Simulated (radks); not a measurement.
The numbers below are computed, except where a source is named.
The rhodium ion Rh5+, configuration [Kr] 4d4 (the NIST ground configuration). Level of theory: scalar-relativistic Kohn-Sham, PBE, spin-polarised, spherical densities, finite nucleus; open shells are filled with parallel spins first (spin-orbit coupling, left out, can overturn this in heavy ions); Fermi nuclear charge, rms radius 4.4945 fm (a radial shooting solver on a logarithmic mesh with Libxc functionals).

Normalised radial functions P(r) = r R(r), r in bohr:

r           4p up
0.002148   0.0026
0.003179   0.0052
0.004705   0.0105
0.006963   0.0210
0.01031    0.0411
0.01525    0.0781
0.02257    0.1409
0.0334     0.2343
0.04943    0.3415
0.07316    0.3961
0.1083     0.2748
0.1602    -0.1014
0.2371    -0.5341
0.3509    -0.5057
0.5194     0.2247
0.7686     1.0111
1.147      1.0099
1.697      0.4473
2.511      0.0815
3.717      0.0045

4p up: eigenvalue -121.23 eV, 2 radial nodes at r = 0.147, 0.471 bohr, <r> = 1.04 bohr, 90 % of the charge inside 1.52 bohr.
